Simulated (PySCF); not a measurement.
C₃H₈N, SMILES C(N[CH2])C, multiplicity 2.

The structure is a stationary point at B3LYP-D3(BJ)/def2-SVP. The isomer is the one that the SMILES or the coordinates give; other isomers of the formula were not compared. Other conformers were not sampled.

Two levels are set side by side: PBE/def2-TZVP (PySCF) and CAM-B3LYP/def2-TZVP (PySCF). Same geometry, gas phase. Differences are taken from unrounded values.

```json
[
 {"quantity": "α-spin orbital gap (eV)", "CAM-B3LYP": "7.53"},
 {"quantity": "β-spin orbital gap (eV)", "CAM-B3LYP": "9.89"},
 {"quantity": "dipole moment (D)", "CAM-B3LYP": "1.28"},
 {"quantity": "mean polarisability (bohr³)", "CAM-B3LYP": "48.3"}
]
```

**Question.** What does PBE give, and how far is it from CAM-B3LYP? (The exact figures need the calculation; the answer reports its results.)

**Answer.** 
```csv
quantity,PBE,PBE minus CAM-B3LYP
α-spin orbital gap (eV),3.24,-4.29
β-spin orbital gap (eV),5.10,-4.79
dipole moment (D),1.37,0.09
mean polarisability (bohr³),51.0,2.7
```

PBE's more diffuse valence density responds more strongly to a field. Differences between two approximate levels are no errors against the true value.

Rough cost on one machine, each run with all the roots and properties that it gave: CAM-B3LYP against PBE within a factor of 2.
